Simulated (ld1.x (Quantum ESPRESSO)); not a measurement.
PBE TM dataset for Ti (Z = 22), scalar-relativistic all-electron reference.

* Element: titanium (Ti)
* Generator: ld1.x (Quantum ESPRESSO) 7.5
* Type: norm-conserving Troullier–Martins (Kleinman–Bylander form)
* Functional: PBE
* Relativity: scalar-relativistic
* Frozen core: [Ar]
* Valence charge: 4
* Reference configuration: 3d2 4s1.75 4p0 (charge +0.25)
* Partial waves: 4s (bound): rc 2.85 bohr; 4p (bound, empty): rc 3.65 bohr; 3d (bound): rc 1.80 bohr
* Local potential: all-electron potential smoothed inside 2.55 bohr (lloc = -1)
* Core correction: none

All-electron outer shells of the reference configuration (PBE, scalar-relativistic, ld1.x):

```csv
shell,level (eV),outermost node (bohr),outermost maximum (bohr)
3s,-64.31,0.40,0.87
3p,-40.54,0.37,0.90
3d,-5.91,–,0.98
4s,-5.87,1.24,2.88
4p,-2.67,1.38,3.66
```

Results:

```
Cutoffs needed           : 60 Ry and 70 Ry (the cutoffs (Ry, on a coarse ladder) from which the occupation-weighted sum of valence levels, in a spherical-Bessel basis at the reference potential, stays within 10 and 1 mRy of its value at 400 Ry)
Ghost test               : no extra level below or beside the all-electron valence levels (s, p, d, f tested) (spherical-Bessel basis up to 400 Ry, 20 bohr box)
Largest excitation error : +212 meV (all-electron minus pseudo) for 3d2 4s0 4p0, out of 7 test configurations
```

Generation and tests took about 1.7 s on one core of a shared server CPU.
